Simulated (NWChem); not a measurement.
Species: CH$_{3}$FO$_{2}$Si; SMILES F[SiH]1OCO1

```xyz
8

F     -0.4792     1.7943     0.0000
Si     0.4360     0.4841     0.0000
O     -0.0035    -0.6835    -1.1133
C     -0.3405    -1.5394     0.0000
O     -0.0035    -0.6835     1.1133
H      1.8300     0.9571     0.0000
H      0.2793    -2.4409     0.0000
H     -1.4076    -1.7836     0.0000
```
Atoms are numbered in this order, from 1.

Results from NWChem. Pople sets run with spherical d functions. Structure relaxed at the B3LYP/6-31G* (spherical d) level. Atomic charges in e: unrestrained fits to the electrostatic potential beside Mulliken populations; buried atoms are poorly determined by the fit.

For level B3LYP/def2-SVP:

```yaml
Mulliken F1: -0.30
ESP Si2: 1.21
Mulliken Si2: 0.87
Mulliken O3: -0.47
Mulliken O5: -0.47
```

Estimate the same quantities for level Hartree-Fock/6-31G*.

The Mulliken F1 comes out as -0.51 and the ESP Si2 is 1.36. The Mulliken Si2 is 1.48 and the Mulliken O3 comes out as -0.76. The Mulliken O5 comes out as -0.76.
